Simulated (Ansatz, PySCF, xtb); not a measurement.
BH3 (SMILES B) and CHN (SMILES C#N) are pulled apart as rigid monomers along the line of their centres of mass, from the B3LYP-D3(BJ)/def2-TZVP minimum. Starting geometry (charge 0, multiplicity 1):
```xyz
7

B     -0.09690     0.04824     0.76958
H      0.66587     0.92707     0.45073
H      0.20389    -1.03113     0.32201
H     -1.25567     0.33333     0.59125
C      0.17116    -0.18986     3.42872
N      0.05719    -0.08862     2.29809
H      0.27761    -0.28439     4.48475
```

Interaction energies with rigid monomers; basis-set methods are counterpoise corrected unless marked otherwise.

Frozen-core correlation. Rows in 6-31G* carry no dispersion term and start afresh at each structure (6-31G* with six Cartesian d functions).

The values were computed with Ansatz (a first-principles code) with Gaussian orbitals; PySCF for 6-31G* rows, the dispersion terms; xtb for the GFN methods. 

```tsv
B1···N6 (Å)	GFN1-xTB (meV)	HF/6-31G* (no counterpoise) (meV)	PBE-D4/def2-TZVPPD (meV)	B3LYP/def2-TZVPPD (meV)	SCS-MP2/aug-cc-pVTZ (meV)
1.39	-1322.5	-381.5	-1623.9	-1188.3	-860.0
1.54	-1518.4	-869.0	-1826.1	-1448.0	-1264.8
1.77	-1212.7	-866.2	-1510.2	-1225.3	…
2.16	-586.6	-548.9	-864.5	-703.5	-712.0
2.78	-119.5	-265.3	-333.3	…	-291.4
```

### Question
Fill in the missing entries.

### Answer

- 1.77, SCS-MP2/aug-cc-pVTZ (meV): -1168.6
- 2.78, B3LYP/def2-TZVPPD (meV): -267.0
